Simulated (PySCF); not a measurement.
C₄H₆BNO, SMILES C=C1OC(=C)B1N.

Coordinates come from a r2SCAN-D4/def2-SVP optimisation. The structure was generated by enumeration, and PubChem lists no compound with its InChIKey, so it may never have been made. Other conformers were not sampled.

Calculation: r2SCAN-D4/def2-SVP in PySCF.

No scaling factor is applied to the harmonic values.

| mode | ν (cm⁻¹) | IR (km/mol) | moving atoms (share of kinetic energy) |
|---|---|---|---|
| 1 | 111 | 1.1 | O 45 %, C 38 %, H 16 % |
| 2 | 209 | 0.7 | N 35 %, H 31 %, C 31 % |
| 3 | 223 | 3.3 | B 33 %, C 26 %, H 25 %, N 10 % |
| 4 | 266 | 0.2 | C 45 %, H 36 % |
| 5 | 355 | 0.0 | C 62 %, H 38 % |
| 6 | 470 | 0.3 | H 41 %, C 31 %, B 16 %, O 12 % |
| 7 | 524 | 165.9 | H 78 %, N 21 % |
| 8 | 597 | 0.4 | C 48 %, N 20 %, O 17 %, H 10 % |
| 9 | 623 | 0.0 | H 85 %, C 15 % |
| 10 | 674 | 1.1 | C 52 %, N 24 %, H 19 % |
| 11 | 707 | 25.2 | B 45 %, C 42 % |
| 12 | 723 | 0.0 | H 89 %, C 11 % |
| 13 | 738 | 0.2 | H 85 % |
| 14 | 754 | 1.9 | H 50 %, C 22 %, B 17 % |
| 15 | 834 | 0.0 | H 70 %, C 30 % |
| 16 | 837 | 105.9 | H 69 %, C 31 % |
| 17 | 876 | 3.2 | H 45 %, O 35 %, C 19 % |
| 18 | 936 | 215.0 | O 52 %, C 26 %, H 20 % |
| 19 | 1038 | 1.7 | H 46 %, B 23 %, C 22 %, N 8 % |
| 20 | 1157 | 475.7 | C 45 %, B 24 %, H 22 % |
| 21 | 1217 | 19.1 | C 59 %, O 21 %, H 19 % |
| 22 | 1375 | 1.6 | H 82 %, C 12 % |
| 23 | 1376 | 8.5 | H 84 %, C 14 % |
| 24 | 1476 | 39.1 | H 51 %, B 41 % |
| 25 | 1615 | 196.2 | H 48 %, N 25 %, B 23 % |
| 26 | 1688 | 82.1 | C 90 % |
| 27 | 1778 | 55.3 | C 88 % |
| 28 | 3153 | 1.2 | H 95 % |
| 29 | 3153 | 0.4 | H 94 % |
| 30 | 3263 | 2.3 | H 89 %, C 11 % |
| 31 | 3263 | 0.4 | H 89 %, C 11 % |
| 32 | 3598 | 62.1 | H 96 % |
| 33 | 3703 | 46.2 | H 91 %, N 9 % |
